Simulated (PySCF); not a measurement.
# Basis and Hamiltonian dependence of the excitation energy of Cu⁺

Cu⁺ [Ar] 3d10 (1S) → Cu⁺ [Ar] 3d9 4s1 (3D). Calculated with PySCF 2.14 from differences of total energies of unrestricted determinants, without spin-orbit coupling. Values in eV.

```json
{"basis": "aug-cc-pVDZ-PP with ECP10MDF", "Hamiltonian": "ECP", "functions": "54", "UHF": "0.709", "LDA": "2.903", "PBE0": "2.255", "MP2 (valence)": "3.449", "CCSD(T) (valence)": "2.648", "CCSD(T) (valence and next inner shell)": "n/a"}
{"basis": "ANO-RCC-VTZP", "Hamiltonian": "spin-free X2C", "functions": "59", "UHF": "0.773", "LDA": "3.313", "PBE0": "2.567", "MP2 (valence)": "3.622", "CCSD(T) (valence)": "2.805", "CCSD(T) (valence and next inner shell)": "2.906"}
{"basis": "aug-cc-pVDZ-DK", "Hamiltonian": "spin-free X2C", "functions": "59", "UHF": "0.687", "LDA": "2.845", "PBE0": "2.260", "MP2 (valence)": "3.325", "CCSD(T) (valence)": "2.522", "CCSD(T) (valence and next inner shell)": "n/a"}
{"basis": "def2-TZVPPD", "Hamiltonian": "non-relativistic", "functions": "67", "UHF": "1.188", "LDA": "3.641", "PBE0": "2.948", "MP2 (valence)": "3.938", "CCSD(T) (valence)": "3.152", "CCSD(T) (valence and next inner shell)": "3.237"}
{"basis": "x2c-TZVPPall with one added diffuse shell each of s, p, d, f type", "Hamiltonian": "spin-free X2C", "functions": "80", "UHF": "0.717", "LDA": "3.117", "PBE0": "2.443", "MP2 (valence)": "3.467", "CCSD(T) (valence)": "2.662", "CCSD(T) (valence and next inner shell)": "n/a"}
{"basis": "aug-cc-pVTZ-PP with ECP10MDF", "Hamiltonian": "ECP", "functions": "88", "UHF": "0.623", "LDA": "2.886", "PBE0": "2.210", "MP2 (valence)": "3.399", "CCSD(T) (valence)": "2.587", "CCSD(T) (valence and next inner shell)": "n/a"}
{"basis": "aug-cc-pVTZ-DK", "Hamiltonian": "spin-free X2C", "functions": "93", "UHF": "0.652", "LDA": "2.984", "PBE0": "2.317", "MP2 (valence)": "3.404", "CCSD(T) (valence)": "2.589", "CCSD(T) (valence and next inner shell)": "n/a"}
{"basis": "def2-QZVPPD", "Hamiltonian": "non-relativistic", "functions": "100", "UHF": "1.110", "LDA": "3.473", "PBE0": "2.804", "MP2 (valence)": "3.855", "CCSD(T) (valence)": "3.058", "CCSD(T) (valence and next inner shell)": "n/a"}
{"basis": "x2c-QZVPPall", "Hamiltonian": "spin-free X2C", "functions": "108", "UHF": "0.651", "LDA": "3.000", "PBE0": "2.334", "MP2 (valence)": "3.419", "CCSD(T) (valence)": "n/a", "CCSD(T) (valence and next inner shell)": "n/a"}
{"basis": "aug-cc-pVTZ-PP with one added diffuse shell each of s, p, d, f, g type with ECP10MDF", "Hamiltonian": "ECP", "functions": "113", "UHF": "0.622", "LDA": "2.886", "PBE0": "2.209", "MP2 (valence)": "3.401", "CCSD(T) (valence)": "n/a", "CCSD(T) (valence and next inner shell)": "n/a"}
{"basis": "aug-cc-pwCVTZ-PP with ECP10MDF", "Hamiltonian": "ECP", "functions": "122", "UHF": "0.614", "LDA": "2.880", "PBE0": "2.204", "MP2 (valence)": "3.415", "CCSD(T) (valence)": "n/a", "CCSD(T) (valence and next inner shell)": "n/a"}
{"basis": "aug-cc-pwCVTZ-DK", "Hamiltonian": "spin-free X2C", "functions": "127", "UHF": "0.643", "LDA": "2.977", "PBE0": "2.315", "MP2 (valence)": "3.416", "CCSD(T) (valence)": "n/a", "CCSD(T) (valence and next inner shell)": "n/a"}
{"basis": "aug-cc-pVQZ-PP with ECP10MDF", "Hamiltonian": "ECP", "functions": "135", "UHF": "0.616", "LDA": "2.881", "PBE0": "2.206", "MP2 (valence)": "3.458", "CCSD(T) (valence)": "n/a", "CCSD(T) (valence and next inner shell)": "n/a"}
{"basis": "aug-cc-pwCVTZ-DK with one added diffuse shell each of s, p, d, f, g type", "Hamiltonian": "spin-free X2C", "functions": "152", "UHF": "0.643", "LDA": "2.977", "PBE0": "2.314", "MP2 (valence)": "3.420", "CCSD(T) (valence)": "n/a", "CCSD(T) (valence and next inner shell)": "n/a"}
```

Frozen in the all-electron rows: valence: [Ar]; valence and next inner shell: [Ne]; with a core potential, the same shells as far as they lie outside it.

Non-relativistic rows lack the scalar-relativistic shift.

Reference for a calculation without spin-orbit coupling: 2.808 eV (measured, between term centres; NIST).
